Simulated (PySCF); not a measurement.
A structure optimised at TPSSh-D3(BJ)/def2-SVPD, used in a PySCF frequency run:

```
P
F 1 1.6500
F 1 1.6500 2 90.00
F 1 1.6500 2 90.00 3 180.00
F 1 1.6500 2 90.00 3 -90.00
F 1 1.6500 3 90.00 2 180.00
F 1 1.6500 2 90.00 3 90.00
```
Charge -1, spin multiplicity 1.

Task: Write its SMILES, formula and point group.

Result: F[P-](F)(F)(F)(F)F, F6P, Oh

Task: What are its rotational constants (standard atomic weights)?

Result: 2.4426, 2.4426, 2.4426 GHz
